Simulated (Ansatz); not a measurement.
CH₅FO₂Sn (`[CH3][Sn]([OH])([OH])[F]`) at its PBE0-D4/def2-TZVP geometry, where that method's forces vanish. Charge 0, multiplicity 1. Sn takes the def2 core potential.

```xyz
10

C     0.4225   -1.2581    1.0588
Sn    0.0228    0.3673   -0.2178
O     0.4833   -0.0803   -2.0529
O    -1.7914    1.0824   -0.1909
F     1.0594    1.9150    0.2650
H     1.0837   -1.9530    0.5435
H     0.9008   -0.8852    1.9632
H    -0.5153   -1.7512    1.3104
H     0.1360    0.5423   -2.6970
H    -1.8017    2.0207    0.0177
```

**Question.** What forces (eV/Å) does B3LYP-D4/def2-TZVPP give on these atoms in Ansatz 0.2.0? (An estimate is asked.)

**Answer.** Ansatz gave: 
```
C1   0.065 -0.259  0.200
Sn2  0.013 -0.130  0.091
O3   0.074 -0.080 -0.296
O4  -0.295  0.104  0.008
F5   0.197  0.274  0.087
H6  -0.042  0.042  0.041
H7  -0.033 -0.030 -0.058
H8   0.065  0.027 -0.015
H9   0.006  0.005 -0.063
H10 -0.050  0.046  0.005
```

B3LYP here is the variant with VWN-RPA as its local correlation; programs differ in this.
